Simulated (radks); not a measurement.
Tc+, configuration [Kr] 4d5 5s1. Method: non-relativistic Kohn-Sham, revTPSS, spin-polarised, spherical densities, point nucleus; open shells are filled with parallel spins first (spin-orbit coupling, left out, can overturn this in heavy ions); meta-GGA in the generalised Kohn-Sham scheme; relativity is left out, which matters for an element this heavy; computed with a radial shooting solver on a logarithmic mesh with Libxc functionals.

Radial electron density D(r) = 4 pi r^2 rho(r):

r (bohr),D(r) (e/bohr),spin D(r)
0.003664,6.840,0.000841
0.004231,8.688,0.00106
0.004887,10.95,0.00134
0.005644,13.69,0.00166
0.006518,16.94,0.00204
0.007527,20.72,0.00246
0.008693,25.02,0.00293
0.01004,29.74,0.00340
0.01159,34.75,0.00385
0.01339,39.81,0.00420
0.01546,44.58,0.00439
0.01786,48.67,0.00431
0.02063,51.68,0.00385
0.02382,53.25,0.00295
0.02751,53.22,0.00159
0.03177,51.73,-0.000103
0.0364,49.46,-0.00167
0.04204,47.01,-0.00261
0.04855,45.65,-0.00164
0.05607,46.40,0.00301
0.06475,49.78,0.0138
0.07478,55.31,0.0339
0.08636,61.45,0.0674
0.09974,65.93,0.119
0.1152,66.62,0.193
0.133,62.70,0.294
0.1536,55.41,0.419
0.1774,47.83,0.561
0.2049,43.42,0.696
0.2366,43.89,0.785
0.2733,47.91,0.784
0.3156,51.56,0.658
0.3616,50.96,0.436
0.4176,44.44,0.165
0.4823,33.73,-0.00994
0.557,22.87,0.0563
0.6433,15.38,0.464
0.7429,12.38,1.20
0.8579,12.35,2.08
0.9908,12.80,2.89
1.144,12.04,3.40
1.322,9.908,3.46
1.526,7.213,3.16
1.763,4.790,2.67
2.036,3.037,2.12
2.351,1.917,1.58
2.715,1.217,1.12
3.135,0.7532,0.730
3.592,0.4470,0.442
4.149,0.2289,0.228
4.791,0.1014,0.101
5.533,0.03795,0.0379
6.39,0.01150,0.0115
7.38,0.002686,0.00269
8.523,0.0004632,0.000463

D(r) has 4 maxima, at r = 0.0256, 0.110, 0.334, 0.991 bohr, and minima at 0.0501, 0.217, 0.792 bohr, inside which lie 2.05, 11.18, 29.09 electrons.
